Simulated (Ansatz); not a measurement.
## Ansatz (development build ahead of 0.2.0) run

```yaml
crystal:
  periodic: [false, false, false]
  atoms:
    - { symbol: H, position_ang: [1.0, 0.0, 0.0] }
    - { symbol: H, position_ang: [0.5, 0.89201, 0.0] }
    - { symbol: H, position_ang: [-0.5, 0.89201, 0.0] }
    - { symbol: H, position_ang: [-1.0, 0.0, 0.0] }
    - { symbol: H, position_ang: [-0.5, -0.89201, 0.0] }
    - { symbol: H, position_ang: [0.5, -0.89201, 0.0] }
basis:
  gaussian: { orbitals: def2-SVP }
hamiltonian:
  xc: hf
```

The input is written out in the form of the current development build from the run's settings.

Results

```yaml
Converged: yes
Total_energy: -3.24863 hartree
Spin_squared_of_the_determinant: 0.000
```

Caution: stretched shape with no unrestricted run beside it, a lower state can exist.
